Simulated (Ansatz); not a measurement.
`[CH3][GaH]/[N]=C\[SiH3]` at its PBE0-D4/def2-TZVP geometry, where that method's forces vanish. The species carries charge 0 and has multiplicity 1.

```xyz
13

C    -2.1660   -1.4660    0.4855
Ga   -1.3595   -0.2684   -0.8383
N     0.4570   -0.3529   -1.0138
C     1.6064    0.0443   -0.7171
Si    1.9496    1.4643    0.4975
H    -2.7325   -0.8863    1.2183
H    -2.8624   -2.1582    0.0073
H    -1.4018   -2.0399    1.0100
H    -2.0739    0.6036   -1.9186
H     2.4800   -0.4513   -1.1835
H     2.7839    0.9919    1.6371
H     2.6852    2.5693   -0.1767
H     0.6339    1.9495    0.9923
```

(1) What forces (eV/Å) does ωB97M-V/def2-TZVPP give on these atoms in the Gaussian-basis code of Ansatz? (Estimate.)

Results:

(1) Computed: 
```
C1  -0.015 -0.002  0.020
Ga2 -0.160  0.037 -0.086
N3  -0.014 -0.041 -0.023
C4   0.233  0.048  0.027
Si5  0.031  0.090  0.076
H6   0.037 -0.057 -0.045
H7   0.054  0.051  0.046
H8  -0.065  0.038 -0.032
H9   0.055 -0.061  0.099
H10 -0.093  0.032  0.031
H11 -0.103  0.051 -0.136
H12 -0.092 -0.133  0.076
H13  0.133 -0.053 -0.053
```
